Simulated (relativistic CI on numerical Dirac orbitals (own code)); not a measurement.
Ga21+: computed level list

Computed by Dirac-Coulomb-Breit CI, KLI orbitals optimised for each configuration, a model potential for QED, unscaled Slater integrals (own radial code, finite nucleus).

Configurations in the expansion (outside the closed core 1s2): 2s²2p⁶, 2s²2p⁵3s, 2s²2p⁵3p, 2s²2p⁵3d, 2s2p⁶3s, 2s2p⁶3p, 2s2p⁶3d, 2s²2p⁵4s, 2s²2p⁵4p, 2s²2p⁵4d, 2s²2p⁵4f, 2s2p⁶4s, 2s²2p⁴3s², 2s2p⁶4p, 2s2p⁶4d, 2s2p⁶4f. Levels of other configurations are missing.

```tsv
No.	Configuration	Term	J	E (eV)	%	Landé g	jj configuration (%)
1	2s²2p⁶	¹S	0	0.00	100		closed (100)
2	2s²2p⁵3s	³P°	2	1140.55	100	1.497	2p3/2^3 3s (100)
3	2s²2p⁵3s	¹P°	1	1143.19	60	1.196	2p3/2^3 3s (99)
4	2s²2p⁵3s	³P°	0	1168.69	100		2p1/2 2p3/2^4 3s (100)
5	2s²2p⁵3s	³P°	1	1170.16	60	1.295	2p1/2 2p3/2^4 3s (99)
6	2s²2p⁵3p	³S	1	1181.12	68	1.813	2p3/2^3 3p1/2 (78)
7	2s²2p⁵3p	³D	2	1184.60	55	1.155	2p3/2^3 3p1/2 (100)
8	2s²2p⁵3p	³D	3	1189.62	100	1.331	2p3/2^3 3p3/2 (100)
9	2s²2p⁵3p	¹P	1	1190.51	56	1.077	2p3/2^3 3p3/2 (78)
10	2s²2p⁵3p	³P	2	1193.52	68	1.335	2p3/2^3 3p3/2 (100)
11	2s²2p⁵3p	³P	0	1203.84	86		2p3/2^3 3p3/2 (71)
12	2s²2p⁵3p	³D	1	1211.83	70	0.663	2p1/2 2p3/2^4 3p1/2 (99)
13	2s²2p⁵3p	³P	1	1218.78	59	1.434	2p1/2 2p3/2^4 3p3/2 (98)
14	2s²2p⁵3p	³D	2	1219.62	45	1.167	2p1/2 2p3/2^4 3p3/2 (100)
15	2s²2p⁵3p	¹S	0	1233.05	85		2p1/2 2p3/2^4 3p1/2 (71)
16	2s²2p⁵3d	³P°	0	1241.84	100		2p3/2^3 3d3/2 (100)
17	2s²2p⁵3d	³P°	1	1243.47	88	1.382	2p3/2^3 3d3/2 (78)
18	2s²2p⁵3d	³F°	4	1246.30	100	1.248	2p3/2^3 3d5/2 (100)
19	2s²2p⁵3d	³P°	2	1246.48	63	1.361	2p3/2^3 3d5/2 (70)
20	2s²2p⁵3d	³F°	3	1246.90	61	1.071	2p3/2^3 3d3/2 (99)
21	2s²2p⁵3d	¹D°	2	1249.47	48	0.941	2p3/2^3 3d3/2 (72)
22	2s²2p⁵3d	³D°	3	1251.31	66	1.220	2p3/2^3 3d5/2 (100)
23	2s²2p⁵3d	³D°	1	1259.38	61	0.725	2p3/2^3 3d5/2 (68)
24	2s²2p⁵3d	³F°	2	1274.73	68	0.783	2p1/2 2p3/2^4 3d3/2 (99)
25	2s²2p⁵3d	³D°	2	1276.21	45	1.240	2p1/2 2p3/2^4 3d5/2 (97)
26	2s²2p⁵3d	³F°	3	1277.29	37	1.118	2p1/2 2p3/2^4 3d5/2 (99)
27	2s²2p⁵3d	¹P°	1	1285.86	66	0.890	2p1/2 2p3/2^4 3d3/2 (88)
28	2s2p⁶3s	³S	1	1323.38	99	1.998	2s 3s (99)
29	2s2p⁶3s	¹S	0	1331.82	100		2s 3s (100)
30	2s2p⁶3p	³P°	0	1366.16	99		2s 3p1/2 (99)
31	2s2p⁶3p	³P°	1	1366.90	82	1.409	2s 3p1/2 (96)
32	2s2p⁶3p	³P°	2	1372.76	99	1.498	2s 3p3/2 (99)
33	2s2p⁶3p	¹P°	1	1375.11	82	1.087	2s 3p3/2 (96)
34	2s2p⁶3d	³D	1	1426.86	100	0.498	2s 3d3/2 (100)
35	2s2p⁶3d	³D	2	1427.24	99	1.164	2s 3d3/2 (68)
36	2s2p⁶3d	³D	3	1427.99	100	1.332	2s 3d5/2 (100)
37	2s2p⁶3d	¹D	2	1434.84	99	1.000	2s 3d5/2 (68)
38	2s²2p⁵4s	³P°	2	1541.97	100	1.497	2p3/2^3 4s (100)
39	2s²2p⁵4s	¹P°	1	1542.86	64	1.171	2p3/2^3 4s (100)
40	2s²2p⁵4p	³S	1	1558.87	58	1.749	2p3/2^3 4p1/2 (86)
41	2s²2p⁵4p	³D	2	1559.75	52	1.155	2p3/2^3 4p1/2 (100)
42	2s²2p⁵4p	³D	3	1561.81	100	1.331	2p3/2^3 4p3/2 (100)
43	2s²2p⁵4p	¹P	1	1562.18	63	1.104	2p3/2^3 4p3/2 (86)
44	2s²2p⁵4p	³P	2	1563.19	68	1.337	2p3/2^3 4p3/2 (100)
45	2s²2p⁵4p	³P	0	1569.00	53		2p3/2^3 4p3/2 (96)
46	2s²2p⁵4s	³P°	0	1570.19	100		2p1/2 2p3/2^4 4s (100)
47	2s²2p⁵4s	³P°	1	1570.60	64	1.319	2p1/2 2p3/2^4 4s (100)
48	2s²2p⁵4d	³P°	0	1581.41	100		2p3/2^3 4d3/2 (100)
49	2s²2p⁵4d	³P°	1	1582.08	82	1.324	2p3/2^3 4d3/2 (83)
50	2s²2p⁵4d	³F°	4	1582.98	100	1.248	2p3/2^3 4d5/2 (100)
51	2s²2p⁵4d	³F°	3	1583.14	57	1.072	2p3/2^3 4d3/2 (100)
52	2s²2p⁵4d	³P°	2	1583.21	52	1.322	2p3/2^3 4d5/2 (64)
53	2s²2p⁵4d	¹D°	2	1584.08	56	0.963	2p3/2^3 4d3/2 (64)
54	2s²2p⁵4d	³D°	3	1584.78	68	1.226	2p3/2^3 4d5/2 (100)
55	2s²2p⁵4p	³D	1	1587.59	73	0.660	2p1/2 2p3/2^4 4p1/2 (100)
56	2s²2p⁵4d	¹P°	1	1588.74	53	0.829	2p3/2^3 4d5/2 (81)
57	2s²2p⁵4p	³P	1	1590.34	54	1.477	2p1/2 2p3/2^4 4p3/2 (100)
58	2s²2p⁵4p	³D	2	1590.67	48	1.165	2p1/2 2p3/2^4 4p3/2 (100)
59	2s²2p⁵4p	¹S	0	1593.22	53		2p1/2 2p3/2^4 4p1/2 (96)
60	2s²2p⁵4f	³D	1	1593.74	100	0.502	2p3/2^3 4f5/2 (100)
61	2s²2p⁵4f	¹G	4	1593.93	50	1.024	2p3/2^3 4f5/2 (98)
62	2s²2p⁵4f	³D	2	1594.04	78	1.104	2p3/2^3 4f7/2 (59)
63	2s²2p⁵4f	³G	5	1594.05	100	1.198	2p3/2^3 4f7/2 (100)
64	2s²2p⁵4f	³F	3	1594.59	54	1.161	2p3/2^3 4f7/2 (57)
65	2s²2p⁵4f	¹D	2	1594.68	53	0.848	2p3/2^3 4f5/2 (59)
66	2s²2p⁵4f	¹F	3	1594.75	62	0.977	2p3/2^3 4f5/2 (57)
67	2s²2p⁵4f	³F	4	1594.93	73	1.186	2p3/2^3 4f7/2 (98)
68	2s²2p⁵4d	³F°	2	1611.15	73	0.769	2p1/2 2p3/2^4 4d3/2 (100)
69	2s²2p⁵4d	³P°	2	1611.75	43	1.273	2p1/2 2p3/2^4 4d5/2 (100)
70	2s²2p⁵4d	³F°	3	1612.20	42	1.112	2p1/2 2p3/2^4 4d5/2 (100)
```

Energies count from the lowest computed level; ° marks odd parity. Filled j subshells are mostly left out of the jj labels.

The mean weight of the leading LS term, summed over parents, in these 70 levels is 73 %, and that of the leading jj configuration (from the same eigenvectors) 91 %, so jj coupling describes them better and the LS labels are nominal.

At this charge energies of transitions that change n are usually good to better than 1 %, and those within a shell (Δn = 0) to a few per cent.

LS names give the leading component of a level, which can be under half, so a name can repeat, a term be missing and a line seem to break the LS rules.
